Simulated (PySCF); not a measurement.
Radial density of Sb⁺ (antimony, charge +1)

UHF, [Kr] 4d10 5s2 5p2, high-spin 3P determinant. Computed with PySCF 2.14 in def2-TZVP with the def2 core potential (28 electrons) (6s5p3d2f, 50 functions), with a scalar-relativistic core potential. This is the valence pseudo-density: the core potential removes the inner electrons and smooths the orbitals near the nucleus.

```
r (bohr)  4πr²ρ (e/bohr)  4πr²(ρα − ρβ)
 0.00399       1.867e-05         0.0000
 0.00671       5.075e-05         0.0000
  0.0113       0.0001287         0.0000
  0.0190       0.0002773         0.0000
  0.0319       0.0004624         0.0000
  0.0537       0.0007694         0.0000
  0.0903        0.002522         0.0000
   0.152         0.02401         0.0001
   0.255          0.3634         0.0011
   0.430           5.914         0.0374
   0.723           24.35         0.1005
    1.22           11.22         0.0642
    2.04           2.856         0.9367
    3.44          0.7232         0.4777
    5.78         0.02478         0.0204
    9.73       4.289e-05         0.0000
```

Energies and moments cover only the electrons outside the core potential.
